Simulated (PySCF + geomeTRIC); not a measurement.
A geometry relaxed with M06-2X/def2-TZVP in PySCF + geomeTRIC, charge 0, multiplicity 1:

```xyz
7

H     -0.9410     0.2201     1.0879
H      1.4436    -1.0007    -0.4981
F     -1.3284    -1.0560    -0.4281
H     -0.9951     0.9338    -0.5070
H      1.5358     0.8856     0.3435
C     -0.6410     0.0522     0.0445
B      0.9050    -0.0429    -0.0507
```

**Question.** Write the SMILES of this molecule.

**Answer.** `BCF`
